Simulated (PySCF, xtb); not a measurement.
BrH2InO2, SMILES [OH][In]([OH])[Br]. The values are those of a single conformer.

Harmonic wavenumbers (cm⁻¹) from GFN2-xTB (xtb 6.7.1) at its own minimum, in rising order: 78, 92, 115, 238, 263, 311, 428, 459, 697, 742, 3597, 3643.

What does B3LYP-D3(BJ)/def2-SVP (PySCF) give at its own minimum? (An estimate is asked for; the answer gives what the named calculation found.)

90, 119, 120, 251, 266, 282, 589, 619, 825, 853, 3804, 3815. Paired by order, the mean absolute difference is 86 cm⁻¹ and the zero-point energies are 15.2 and 16.6 kcal/mol.
